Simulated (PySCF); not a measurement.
## Calculated NMR data

Computed data (PySCF 2.14.0 with density-fitted response routines): coordinates at the GFN2-xTB level, NMR shieldings at PBE0/pcSseg-1/GIAO. One averaged value for each set of equivalent atoms, gas phase, a single conformation, relativity neglected.

δ = σ(ref) − σ, references computed at the same level: $^{1}$H (σref 31.72), $^{13}$C (σref 186.93) against TMS. Where no couplings were computed, multiplicities follow the n + 1 count of equivalent neighbours, and m marks all less simple cases (inequivalent or close neighbours, rings, F or P nearby). Shifts are as computed. Against solution values, carbons near 30 ppm lie about +3 ppm off and those near 130 ppm about +5 ppm. Of 1211 compounds with measured shifts, 218 miss one by over three times the rms of a fit or turn the order of signals round; such compounds aren't used in these exercises.

**1.** `O=CO[SiH2]C([SiH3])[SiH3]`, C2H10O2Si3. $^{1}$H NMR (400 MHz, computed): δ 8.20 (s, 1H), 5.07 (d, 2H), 4.06 (d, 6H), -0.26 (m, 1H). $^{13}$C{$^{1}$H} NMR (computed): δ 167.4, -12.3.

**2.** SMILES C[SiH](/C=C\C(N=C)=O)C, C6H11NOSi. $^{1}$H NMR (400 MHz, computed): δ 7.71 (d, 1H), 7.43 (d, 1H), 7.38 (m, 1H), 6.61 (d, 1H), 5.02 (m, 1H), 0.19 (d, 6H). $^{13}$C{$^{1}$H} NMR (computed): δ 177.6 (C), 168.8 (CH), 149.7 (CH2), 141.0 (CH), -0.6 (CH3).
